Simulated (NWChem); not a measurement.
Molecule: SiN2H5Br; SMILES N[SiH](N)Br

```xyz
9

Si     0.0204    -0.9201     0.3837
N     -1.4750    -1.4740    -0.2473
N      1.2638    -1.8419    -0.3527
Br    -0.0162     1.3164    -0.0401
H      0.2836    -0.9975     1.8404
H     -2.2912    -0.8770    -0.2600
H     -1.7118    -2.4576    -0.1996
H      1.2996    -1.9274    -1.3621
H      2.1909    -1.8520     0.0562
```
Atoms are numbered in this order, from 1.

Program: NWChem. Pople sets run with spherical d functions. Geometry: optimised at B3LYP/6-31G* (spherical d). Level: B3LYP/6-31G* with SMD (1 M gas to 1 M solution), gas-phase geometry. Reactions with the solvent are ignored.

### Question
Among these, which solvent gives the highest value of “cavity-dispersion-structure term (kcal/mol)”?
A) diethyl ether
B) water
C) tetrahydrofuran
D) N,N-dimethylformamide

### Answer
B, water. Values: diethyl ether -0.7; tetrahydrofuran 0.1; N,N-dimethylformamide 0.6; water 2.8
